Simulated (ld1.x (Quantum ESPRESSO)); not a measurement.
# Transferability test, PAW potential for manganese (Mn)

- Element: manganese
- Generator: ld1.x (Quantum ESPRESSO) 7.5
- Type: PAW
- Functional: PBE
- Relativity: scalar-relativistic
- Frozen core: [Ar]
- Valence charge: 7
- Reference configuration: 3d5 4s2 4p0
- Partial waves: 4s (bound): rcut 2.20, rcutus 2.85 bohr; 4s channel at 0.8 Ry: rcut 2.20, rcutus 2.85 bohr; 4p (bound, empty): rcut 2.90, rcutus 3.55 bohr; 4p channel at 0.5 Ry: rcut 2.90, rcutus 3.55 bohr; 3d (bound): rcut 1.35, rcutus 1.75 bohr; 3d channel at -0.05 Ry: rcut 1.35, rcutus 1.75 bohr
- Local potential: all-electron potential smoothed inside 3.40 bohr (lloc = -1)
- Core correction: Bessel-smoothed model core inside 1.70 bohr
- Augmentation charge: PSQ, radius 1.40 bohr

Energies are relative to the spin-unpolarised reference configuration 3d5 4s2 4p0; without spin polarisation the order of configurations can differ from experiment.

```csv
valence configuration,charge,ΔE all-electron (eV),error AE − PS (meV)
3d5 4s1 4p0,+1,8.416,-3.0
3d5 4s0 4p0,+2,24.015,-13
3d5 4s1 4p1,0,3.857,-1.0
3d3 4s0 4p0,+4,107.296,-2257
3d6 4s1 4p0,0,-0.358,-95
```

Q: What are ΔE and the potential's error for 3d5.5 4s1.5 4p0?

A: ΔE = -0.482 eV all-electron; the error (AE − PS) is -30 meV.

Q: What are ΔE and the potential's error for 3d4 4s0 4p0?

A: ΔE = 56.534 eV all-electron; the error (AE − PS) is -403 meV.

Levels in the configuration 3d5.5 4s1.5 4p0:

```json
{"level": "3d", "all-electron (eV)": "-4.891", "pseudo (eV)": "-4.806"}
{"level": "4s", "all-electron (eV)": "-4.583", "pseudo (eV)": "-4.603"}
```
